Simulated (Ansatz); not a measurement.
Basis-set series for H₄S₃Si, SMILES `S[SiH](S)S`. Total charge 0; spin multiplicity 1. All single points use the PBE0-D4/def2-TZVP geometry. It is one conformer, not always the lowest.

```tsv
functional	basis	functions	energy (Eh)	HOMO (eV)	LUMO (eV)
PBE0-D4	def2-SVP	92	-1485.56286	-7.43	0.06
PBE0-D4	def2-QZVPP	400	-1486.13337	-7.56	-0.54
ωB97M-V	def2-SVP	92	-1486.00366	-9.54	2.03
ωB97M-V	def2-QZVPP	400	-1486.56961	-9.72	1.09
```

Task: Give the rows for def2-TZVPP. (An estimate is asked.)

Result: Ansatz gave: 
```json
{"functional": "PBE0-D4", "basis": "def2-TZVPP", "functions": "224", "energy (Eh)": "-1486.08705", "HOMO (eV)": "-7.53", "LUMO (eV)": "-0.36"}
{"functional": "ωB97M-V", "basis": "def2-TZVPP", "functions": "224", "energy (Eh)": "-1486.52554", "HOMO (eV)": "-9.68", "LUMO (eV)": "1.49"}
```

Positive LUMOs are unbound and depend on the basis.
